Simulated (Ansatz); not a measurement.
Which is lower?

The two ends of one reaction step of CH$_{5}$GaO, closed shell (PBE0-D4/def2-TZVP).

A:

| atom | x (Å) | y (Å) | z (Å) |
| --- | --- | --- | --- |
| Ga1 | -1.1016 | -0.4782 | -1.0410 |
| O2 | 0.5190 | -0.5075 | -0.3006 |
| C3 | 0.9033 | 0.3136 | 0.7688 |
| H4 | -1.2774 | -1.4857 | -2.2119 |
| H5 | -2.1146 | 0.5418 | -0.4230 |
| H6 | 0.1024 | 0.9857 | 1.1074 |
| H7 | 1.7600 | 0.9319 | 0.4775 |
| H8 | 1.2090 | -0.3016 | 1.6227 |

B:

```xyz
8
angstrom
Ga -2.0894 -0.4118 -1.2606
O 0.0805 -0.5541 -0.5043
C 0.7638 0.1898 0.4984
H 0.6606 -1.2054 -0.9067
H -2.1714 0.8118 -0.0956
H 0.0345 0.8959 0.8916
H 1.6099 0.7368 0.0737
H 1.1114 -0.4631 1.3035
```

Program: Ansatz 0.2.0. Basis: def2-TZVPP. Cores are frozen in the correlated methods. Filled d shells of the heavier atoms are correlated. The def2 sets are not built for correlating such inner shells, so the correlated values are less sure here. B3LYP uses VWN-RPA correlation.

**Question.** Which structure is lower at CCSD(T), and by how much? (To be estimated.)

**Answer.** Computed: A, by 24.17 kcal/mol (electronic energy, against the other). By their contacts, A is CH₅GaO ([CH3][O][GaH2]) and B is a complex of CH₄O ([CH3][OH]) + GaH.

All methods give the same order:

```
      method  E(B) − E(A) (kcal/mol)
       SPW92                   23.57
      PBE-D4                   20.32
     BLYP-D4                   17.59
   r2SCAN-D4                   25.20
      B97M-V                   23.86
     PBE0-D4                   21.50
    B3LYP-D4                   18.84
  r2SCAN0-D4                   24.39
    BHLYP-D4                   20.36
CAM-B3LYP-D4                   21.81
     wB97X-V                   24.47
     wB97M-V                   20.34
      B2PLYP                   22.43
    PBE-QIDH                   25.74
  RPA on PBE                   22.78
          HF                   21.23
         MP2                   27.58
        CCSD                   23.61
     CCSD(T)                   24.17
```

T1 diagnostic: at most 0.016. The restricted Hartree–Fock reference is unstable towards an unrestricted one at one or more of these structures.

Labels in which every atom is bracketed show which atoms are joined, not bond orders.

For scale, one of the runs: CCSD(T)/def2-TZVPP, 180 basis functions, launched by `ansatz run in.yaml --threads 2 --pin off --events-out ev --progress --plain --max-ram 4352MiB`. The run took 63 s on 2 CPU threads of an Arm Neoverse V1 (shared host), with 1.8 GiB of host memory at its peak.
